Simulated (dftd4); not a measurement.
HO₄S (SMILES O=S(=O)([O-])O), charge -1, singlet, geometry from GFN2-xTB; D4 for tpssh run with dftd4.

dftd4 was given this input:
```
$ dftd4 mol.xyz --func tpssh --charge -1 --json dftd4.json --noedisp --property

# file mol.xyz
6

O      1.38992049    -0.28176098    -0.58148330
S     -0.13445586     0.02400851     0.02026324
O      0.12119981    -0.01438956     1.45858623
O     -0.97063154    -1.05348789    -0.46961795
O     -0.49393968     1.33543365    -0.48378888
H      1.77890124    -0.27049776     0.28621944
```

The log (banner, timings and long lists left out):

```
                    ____  _____ _____     ____  _  _
      -------------|  _ \|  ___|_   _|---|  _ \| || |------------
     |             | | | | |_    | | ___ | | | | || |_           |
     |             | |_| |  _|   | ||___|| |_| |__   _|          |
     |             |____/|_|     |_|     |____/   |_|            |
     |             ===================================           |
     |            E. Caldeweyher, S. Ehlert & S. Grimme          |
     |          Mulliken Center for Theoretical Chemistry        |
     |                    University of Bonn                     |
      -----------------------------------------------------------

Rational (Becke-Johnson) damping: tpssh-D4-ATM
---------------------
  s6         1.0000
  s8         1.8590
  s9         1.0000
  a1         0.4429
  a2         4.6023
 alp        16.0000
--------------------

Atomic data, radii in Ångström:
------------------------------------------------------
   Z          R(cov)      r4/r2   hardness         EN
------------------------------------------------------
   8 O        0.8400     1.3725     0.5869     3.4400
  16 S        1.3600     2.1385     0.3892     2.5800
   1 H        0.4267     1.0622     0.4726     2.2000
------------------------------------------------------

Atomic reference systems (in atomic units):
----------------------------------------------------------------------------
   Z        #      CN     q+Z       C6(AA)   #      CN     q+Z       C6(AA)
----------------------------------------------------------------------------
   8 O      1  0.0000  8.0000      15.5711   2  0.8042  7.6453      20.8489
            3  1.6112  7.4012      24.8631   4  0.9798  8.0000      14.9880
  16 S      1  0.0000 16.0000     134.5983   2  0.9220 15.8373     145.7512
            3  1.8445 15.7622     148.5324
   1 H      1  0.0000  1.0000       7.6362   2  0.8942  1.0000       3.0374
----------------------------------------------------------------------------

Atomic properties (in atomic units):
----------------------------------------------------------------------------
     #    Z              CN          q      C6(AA)        C8(AA)   alpha(0)
----------------------------------------------------------------------------
     1    8 O        1.6615    -0.5198     23.1398      466.9746     6.5072
     2   16 S        3.5822     0.7111    113.2543     5548.4626    17.9429
     3    8 O        0.8595    -0.5071     23.8638      481.5849     6.5549
     4    8 O        0.8595    -0.4709     23.0739      465.6447     6.4455
     5    8 O        0.8595    -0.4727     23.1119      466.4101     6.4508
     6    1 H        0.9545     0.2594      0.8404       10.1597     1.4330
----------------------------------------------------------------------------

Molecular properties (in atomic units):
----------------------------------------
 molecular C6                 940.5496
 molecular C8               26658.6244
----------------------------------------

Dispersion energy:      -6.8966083499231E-03 Eh

[Info] JSON dump of results written to 'dftd4.json'
```
